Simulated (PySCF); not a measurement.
# AlCu⁻: one state, many levels of theory

State: ²Π (doublet), unpaired electrons π ↑. Set-up: Al def2-TZVPPD, Cu def2-TZVPPD; no relativity (PySCF 2.14). De refers to Al + Cu⁻ (3d10 4s2) in their high-spin ground configurations, without counterpoise correction. The functionals are run spin-unrestricted. A positive dipole points towards Cu; it is taken about the centre of mass and depends on that origin. Levels whose curve was spin-contaminated or gave no clean fit are not listed.

| Level | Re (Å) | ωe (cm⁻¹) | De (eV) | μ (D) | CPU s a point (SCF and correlation, without the integrals) |
| --- | --- | --- | --- | --- | --- |
| UHF-MP2 | 2.337 | 280 | n/a | n/a | 7.2 |
| UHF-SCS-MP2 | 2.382 | 257 | n/a | n/a | n/a |
| LDA | 2.316 | 288 | 2.26 | 2.73 | 2.2 |
| PBE | 2.390 | 261 | 1.94 | 3.03 | 3 |
| revPBE | 2.416 | 251 | n/a | 3.19 | 1.9 |
| TPSS | 2.382 | 263 | n/a | 3.42 | 4.7 |
| r²SCAN | 2.356 | 274 | n/a | 3.05 | 4.9 |
| TPSSh | 2.394 | 256 | n/a | 3.56 | 7.5 |
| PBE0 | 2.420 | 243 | n/a | 3.46 | 7.3 |
| BHandHLYP | 2.481 | 213 | n/a | 3.47 | 5.3 |

**Question.** What does the gradient correction do here, going from LDA to PBE?

**Answer.** PBE less LDA: +7.4 pm in Re, -9.4 % in ωe, -0.32 eV in De. The gradient correction favours the more uneven density of free atoms, so it tends to lengthen bonds and takes away much of the overbinding of LDA; so it does here.

Correlated steps freeze 10 core orbitals. For an ion De counts to the pair picked by the measured ionisation energies or electron affinities, which need not be the lowest pair at this level. The highest Kohn–Sham level is positive in this anion. Much of that is self-interaction error, but it also means that the finite basis helps to hold the extra electron. With d or f electrons several states lie close, and the lowest PBE0 determinant need not be the measured ground state.

The whole job (state search and all levels along the bond) took about 15 min on 2 threads of Arm Neoverse V1 (shared host), peak memory 6.2 GiB.
